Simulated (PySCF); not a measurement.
C4H5NSi, SMILES N#CC1=CC[SiH2]1. Geometry optimised at B3LYP-D3(BJ)/def2-SVP. This is a generated structure with no PubChem entry under its InChIKey; it may be hypothetical.

Give the equilibrium geometry at B3LYP-D3(BJ)/def2-SVP (PySCF confirms it by a frequency run) as bond lengths and angles, and its point group. (An estimate is asked for; the answer gives what the named calculation found.)

point group Cs.
Atoms: N1 C2 C3 C4 C5 Si6 H7 H8 H9 H10 H11. Bond lengths (Å): N1–C2 1.163, C2–C3 1.418, C3–C4 1.360, C3–Si6 1.888, C4–C5 1.519, C4–H7 1.099, C5–Si6 1.918, C5–H8 1.103, C5–H9 1.103, Si6–H10 1.489, Si6–H11 1.489. Bond angles (°): N1–C2–C3 177.7, C2–C3–C4 128.9, C2–C3–Si6 140.1, C4–C3–Si6 91.0, C3–C4–C5 108.2, C3–C4–H7 126.3, C5–C4–H7 125.5, C4–C5–Si6 85.2, C4–C5–H8 113.8, C4–C5–H9 113.8, Si6–C5–H8 117.4, Si6–C5–H9 117.4, H8–C5–H9 107.9, C3–Si6–C5 75.6, C3–Si6–H10 116.8, C3–Si6–H11 116.8, C5–Si6–H10 117.4, C5–Si6–H11 117.4, H10–Si6–H11 109.7.
Charge 0, spin multiplicity 1.
